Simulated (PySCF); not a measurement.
Static response to an electric field

Species: C7H4F4.
Cartesian coordinates in Å at the PBE0-D3(BJ)/def2-SVP level; atoms count from 1:
```
atom  x, y, z in Å
F1     3.3249   -0.1011   -0.6441
C2     2.0220   -0.0623   -0.3880
C3     1.3841    1.1708   -0.3066
C4     0.0206    1.2054   -0.0347
C5    -0.6893    0.0175    0.1513
C6    -2.1711    0.0632    0.3961
F7    -2.5213    1.1512    1.0892
F8    -2.8607    0.0940   -0.7513
F9    -2.5933   -1.0066    1.0767
C10   -0.0302   -1.2101    0.0684
C11    1.3334   -1.2556   -0.2025
H12    1.9625    2.0846   -0.4523
H13   -0.4953    2.1644    0.0419
H14   -0.5860   -2.1362    0.2249
H15    1.8735   -2.2014   -0.2685
```

Level: CAM-B3LYP/def2-SVPD (PySCF), static field, nuclei fixed, core orbitals frozen in the response. The polarisability tensor in these axes (au):

```
x   100.28  -0.70  -9.04
y    -0.70  88.06  -1.23
z    -9.04  -1.23  54.75
```

**Question.** What are the eigenvalues, a third of the trace, and Δα (Δα² = ½Σ(αi − αj)² over the three pairs)?

**Answer.** Principal values 52.97, 88.09 and 102.03 au; mean 81.03 au = 12.01 Å³ = 13.36 × 10⁻⁴⁰ C²·m²/J; Δα = 43.79 au (54 % of the mean).

**Question.** What is the dipole moment, and where does it point?

**Answer.** (1.36, -0.05, -0.17) D, 1.37 D in size, pointing from the negative to the positive side. Measured along this direction, the outermost atoms are F8, F7 and F9 at the negative end and F1 at the positive end.

**Question.** Sum over states: ᾱ = Σ f/ω², ω in Eh. What share falls to these 10 lowest TDDFT singlets (eV, f)? 5.42, 0.0022; 6.13, 0.0239; 7.05, 0.5031; 7.10, 0.6912; 7.61, 0.0015; 7.85, 0.0002; 7.96, 0.0003; 7.99, 0.0129; 8.01, 0.0003; 8.32, 0.0001.

**Answer.** They add up to 18.35 au, 22.7 % of the 81.03 au; the largest single term is 10.16 au, from the state at 7.10 eV. Terms in order: 0.05, 0.47, 7.49, 10.16, 0.02, 0.00, 0.00, 0.15, 0.00, 0.00 au. Higher excitations give the rest. The strengths listed sum to 1.236.

**Question.** Give the principal axes and the span of the nuclei along them.

**Answer.** Largest value along (0.98, -0.03, -0.19), where the nuclei span 6.11 Å; middle along (0.03, 1.00, -0.04), 4.31 Å; least along (0.19, 0.04, 0.98), 1.91 Å. The response follows the extents in order.

**Question.** Estimate the molar refractivity from the static electronic polarisability.

**Answer.** Lorentz–Lorenz: R = (4π/3)N_A α = 2.5225 cm³/(mol·Å³) × 12.01 Å³ = 30.3 cm³/mol, in the limit of long wavelengths.

Isolated species at its PBE0-D3(BJ)/def2-SVP geometry, gas phase.
